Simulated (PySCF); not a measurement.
Sn(F)(Me) (CH₃FSn), SMILES [F][Sn][CH3] (connectivity only; charge and spin as stated), neutral, multiplicity 1.

Geometry: PBE-D3(BJ)/def2-TZVP. The def2 effective core potentials stand for the cores of Sn; spin–orbit coupling is left out.

All values below come from PySCF with CAM-B3LYP/def2-TZVPD.

Symmetry labels are those of the subgroup Cs that the program uses (full group Cs).

Question: List the valence orbital energies around the gap with their symmetry. (Estimate from the structure and the level; the computed values follow.)

Answer: 
```tsv
orbital	symmetry	energy (eV)
HOMO−7	A'	-20.70
HOMO−6	A'	-14.74
HOMO−5	A'	-12.76
HOMO−4	A"	-12.66
HOMO−3	A'	-11.89
HOMO−2	A"	-11.84
HOMO−1	A'	-11.23
HOMO	A'	-7.99
LUMO	A"	-1.74
LUMO+1	A'	0.21
LUMO+2	A'	0.80
LUMO+3	A'	0.96
```
